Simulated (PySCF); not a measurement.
Numbering as in the mapped SMILES `[CH3:1][c:2]1[cH:3][cH:4][cH:5][c:6]([C:7]#[N:8])[n:9]1`. Each H is labelled by its parent atom.

GIAO PBE0/pcSseg-1 shifts (PySCF 2.14.0 with density-fitted response routines, gas phase, non-relativistic, equivalent atoms averaged), each against references optimised in the same way as the molecule (TMS, NH3).

On the GFN2-xTB geometry: C2 165.5, C4 142.4, C6 139.1, C5 134.2, C3 130.4, C7 123.1, C1 27.4, N9 361.3, N8 313.0, H(C4) 7.98, H(C5) 7.73, H(C3) 7.50, H(C1) 2.83 ppm.

Q: What changes on the PBE0-D3(BJ)/def2-SVP geometry?

A: 
```json
{"atoms": "C2", "δ (ppm)": "165.1", "change": "-0.4"}
{"atoms": "C4", "δ (ppm)": "141.6", "change": "-0.8"}
{"atoms": "C6", "δ (ppm)": "138.7", "change": "-0.4"}
{"atoms": "C5", "δ (ppm)": "132.2", "change": "-2.0"}
{"atoms": "C3", "δ (ppm)": "130.6", "change": "+0.2"}
{"atoms": "C7", "δ (ppm)": "122.9", "change": "-0.2"}
{"atoms": "C1", "δ (ppm)": "26.4", "change": "-1.0"}
{"atoms": "N9", "δ (ppm)": "363.0", "change": "+1.7"}
{"atoms": "N8", "δ (ppm)": "314.3", "change": "+1.3"}
{"atoms": "H(C4)", "δ (ppm)": "7.74", "change": "-0.24"}
{"atoms": "H(C5)", "δ (ppm)": "7.47", "change": "-0.26"}
{"atoms": "H(C3)", "δ (ppm)": "7.30", "change": "-0.20"}
{"atoms": "H(C1)", "δ (ppm)": "2.70", "change": "-0.13"}
```

Bonds between heavy atoms that differ most (equivalent bonds averaged): C6–C7 1.423 → 1.443 Å, C7–N8 1.145 → 1.158 Å, N9–C2 1.321 → 1.330 Å, C2–C3 1.398 → 1.406 Å, C4–C5 1.386 → 1.393 Å. Mean change of bonds to hydrogen: C–H +0.012 Å.
